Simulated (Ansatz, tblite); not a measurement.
Removing and adding an electron: GeMeF3 (CH3F3Ge). The state is a singlet with charge 0. Geometry: PBE0-D4/def2-SVP. Ansatz, gas phase; energy differences of separate SCF runs; the oxidised species was run as a doublet alone; the reduced species was run as a doublet alone.

```xyz
8

Ge    0.7563    0.0533    0.3532
C    -0.9701   -0.0684   -0.4530
H    -1.3570    0.9426   -0.6386
H    -1.6501   -0.6048    0.2224
H    -0.8901   -0.6125   -1.4037
F     1.4369   -1.4775    0.7354
F     0.7562    0.9341    1.8285
F     1.9180    0.8332   -0.6442
```

The xTB rows come from tblite.

| level | −HOMO (eV) | vertical IE (eV) | −LUMO (eV) | vertical EA (eV) | HOMO–LUMO gap (eV) | IE − EA (eV) | remarks |
| --- | --- | --- | --- | --- | --- | --- | --- |
| GFN1-xTB | 13.35 | 16.66 | 6.28 | 2.84 | 7.07 | 13.82 | – |
| GFN2-xTB | 13.33 | 16.70 | 5.13 | 1.64 | 8.21 | 15.06 | – |
| PBE-D4/def2-TZVP | 8.93 | 12.26 | 1.28 | – | 7.66 | – | – |
| PBE-D4/def2-TZVPD | 9.01 | – | 1.63 | -0.38 | 7.38 | – | HOMO above zero (-1 doublet) |
| r2SCAN-D4/def2-TZVP | 9.33 | 12.50 | 0.82 | – | 8.51 | – | – |
| r2SCAN-D4/def2-TZVPD | 9.38 | – | 1.10 | -0.59 | 8.28 | – | HOMO above zero (-1 doublet) |
| PBE0-D4/def2-TZVP | 10.54 | 12.85 | 0.21 | – | 10.33 | – | – |
| PBE0-D4/def2-TZVPD | 10.59 | – | 0.72 | -0.57 | 9.86 | – | HOMO above zero (-1 doublet) |

   A HOMO above zero means that the electron is unbound at that level or that self-interaction error raises the level; the energy of removing that electron tells which. Raw xTB energy differences between charge states are shifted by several eV; the methods need an empirical correction for them. A negative affinity means that the extra electron isn't bound; its size then hangs on the basis.
